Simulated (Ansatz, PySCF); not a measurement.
Pair of molecules: NH3 (SMILES N) (first 4 atoms) with SO2 (SMILES O=S=O); geometry from B3LYP-D3(BJ)/def2-TZVP, rigid monomers moved along the line of their centres of mass till N1···S6 is 3.66 Å.
(charge 0, multiplicity 1):
```xyz
7

N      0.0165     0.0007     0.6224
H     -0.3050    -0.9267     0.3698
H     -0.7781     0.6302     0.6315
H      0.6780     0.3205    -0.0751
O     -0.1060     0.8661     4.5922
S      0.7559    -0.2242     4.2000
O      0.2446    -1.5647     4.3643
```

Monomers are frozen at their geometry in the pair; levels with a basis set take the counterpoise correction. Rows marked so take none.

Frozen-core correlation. Rows in 6-31G* carry no dispersion term and start afresh at each structure (6-31G* with six Cartesian d functions).

Run with Ansatz (an electronic-structure program) with Gaussian orbitals; PySCF for 6-31G* rows, the dispersion terms. Each number belongs to the level named beside it.

**Question.** One of these levels gives -3.95 kcal/mol for the interaction energy. Name it.
A. r2SCAN-D3(BJ)/def2-TZVPPD
B. SCS-MP2/aug-cc-pV(D+d)Z
C. BP86/6-31G* (no counterpoise)

**Answer.** C, BP86/6-31G* (no counterpoise). The others give -3.53 (r2SCAN-D3(BJ)/def2-TZVPPD), -2.92 (SCS-MP2/aug-cc-pV(D+d)Z)
